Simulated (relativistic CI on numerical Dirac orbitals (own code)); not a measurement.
Calculated at this level of theory: Dirac-Coulomb-Breit CI, KLI orbitals optimised for each configuration, a model potential for QED, unscaled Slater integrals (own radial code, finite nucleus).

Configuration list (outside the closed core [Ne]): 3s, 3p, 3d, 4s, 4p, 4d, 4f, 5s, 5p, 5d, 5f, 5g, 6s, 6p, 6d, 7s, 7p. Levels of other configurations are missing.

At this charge energies of transitions that change n are usually good to better than 1 %, and those within a shell (Δn = 0) to a few per cent.

Outline of the computed level scheme of Ni XVIII. Lowest level of each configuration: 3s 2S_1/2 at 0.000 eV; 3p 2P°_1/2 at 38.768 eV; 3d 2D_3/2 at 95.085 eV; 4s 2S_1/2 at 284.986 eV; 4p 2P°_1/2 at 300.482 eV; 4d 2D_3/2 at 321.324 eV; 4f 2F°_5/2 at 330.064 eV; 5s 2S_1/2 at 407.303 eV; 5p 2P°_1/2 at 414.972 eV.

Some strong electric-dipole decays among the lowest 15 levels: 4f 2F°_7/2 → 3d 2D_5/2 (1.6e+12 s⁻¹); 4f 2F°_5/2 → 3d 2D_3/2 (1.5e+12 s⁻¹); 4d 2D_5/2 → 3p 2P°_3/2 (6.8e+11 s⁻¹); 4d 2D_3/2 → 3p 2P°_1/2 (5.6e+11 s⁻¹); 4s 2S_1/2 → 3p 2P°_3/2 (3.2e+11 s⁻¹); 4p 2P°_1/2 → 3s 2S_1/2 (3.1e+11 s⁻¹); 4p 2P°_3/2 → 3s 2S_1/2 (2.9e+11 s⁻¹); 5p 2P°_1/2 → 3s 2S_1/2 (1.8e+11 s⁻¹).
